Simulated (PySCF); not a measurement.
**Computed structure and properties of [OsO3Cl]+**

System: [OsO3Cl]+ (singlet); start: template (C3v). Method: PySCF 2.14.0, RKS B3LYP, Os def2-SVP with ECP60, O def2-SVP, Cl def2-SVP; non-relativistic Hamiltonian with scalar-relativistic core potentials where named; density fitting; no spin-orbit coupling.

Input of the relaxation:

```python
mol = gto.M(atom='''
Os     0.11060    -0.11060     0.11060
O      0.95650     0.73530     0.95650
O     -0.73530    -0.95650     0.95650
O      0.95650    -0.95650    -0.73530
Cl    -1.14580     1.14580    -1.14580''',
    basis={'Os': 'def2-SVP', 'O': 'def2-SVP', 'Cl': 'def2-SVP'},
    ecp={'Os': 'def2-SVP'},
    charge=1, spin=0)
mf = dft.RKS(mol, xc='B3LYP')
mf.grids.atom_grid = (50, 194)
mf = mf.density_fit()  # fitting sets: Os def2-universal-JKFIT, O def2-universal-JKFIT, Cl def2-universal-JKFIT
mf.conv_tol = 1e-08; mf.max_cycle = 55
mf.kernel(dm0)  # dm0: converged density of the start geometry
# quasi-Newton relaxation in Cartesian coordinates to a largest gradient under 0.00045 Eh/bohr, steps kept in the point group
```

Run from Python with OMP_NUM_THREADS=2; the lines above give its settings. Where DIIS fails, smearing, a level shift and second-order steps follow.
It took 11 s on 2 threads of Arm Neoverse V2, with other jobs on the host, from the converged density of the start.

Course of the relaxation:

```tsv
step	energy above end (eV)	largest force component within the symmetry (eV/Å)
0	6.8639	15.059
1	0.3249	3.740
2	0.0152	0.368
3	0.0025	0.150
4	0.0000	0.006
```

Relaxed geometry (C3v):

```xyz
5

Os    0.0868   -0.0868    0.0868
O     1.0596    0.8820    1.0596
O    -0.8820   -1.0596    1.0596
O     1.0596   -1.0596   -0.8820
Cl   -1.1815    1.1815   -1.1815
```

```json
{"contact": "Os1–O2 (O)", "Å": "1.683"}
{"contact": "Os1–O3 (O)", "Å": "1.683"}
{"contact": "Os1–O4 (O)", "Å": "1.683"}
{"contact": "Os1–Cl5 (Cl)", "Å": "2.197"}
```

On the finer grid (75, 302):

| Quantity | Value |
| --- | --- |
| HOMO | -16.58 eV |
| LUMO | -11.66 eV |
| Dipole about the centre of mass | 2.04 D |
| Set of Mulliken populations of Os1 outside the core potential | s 2.50, p 6.35, d 5.63, f 0.20 |
| D3(BJ) dispersion energy (not in the energies) | -0.267 eV |

```
atom  Mulliken (e)  Löwdin (e)  spin (e)
 Os1          1.32        0.40      0.00
  O2         -0.15        0.06      0.00
  O3         -0.15        0.06      0.00
  O4         -0.15        0.06      0.00
 Cl5          0.11        0.42      0.00
```

On the grid (50, 194), as all that follows. Harmonic modes: a minimum; lowest 205 cm⁻¹ (negative: unstable), highest 1045 cm⁻¹, zero-point energy 0.308 eV.

Rigid scan of O along the line from its metal:

distance to O2 (Å), energy (eV) and a bar:
```
     1.38      4.686 ##############################
     1.48      1.694 ###########
     1.58      0.347 ##
     1.68      0.000 
     1.78      0.242 ##
     1.88      0.809 #####
     1.98      1.538 ##########
     2.13      2.722 #################
```

Taking off one Cl (charge -1, singlet; the rest: singlet) in vacuum, both parts rigid, costs 19.88 eV; the small basis without counterpoise inflates it. Most of it is the attraction of opposite charges; other ways to part are cheaper, and one spin state was tried for the rest.

Rigid scan of Cl along the line from its metal:

(distance to Cl5 (Å), energy (eV)): (1.90, 1.594), (2.00, 0.599), (2.10, 0.127), (2.20, 0.000), (2.30, 0.091), (2.40, 0.319), (2.60, 0.971), (2.90, 2.023), (3.30, 3.121), (3.80, 3.954)

One start shape was tried, so this needn't be the lowest isomer.
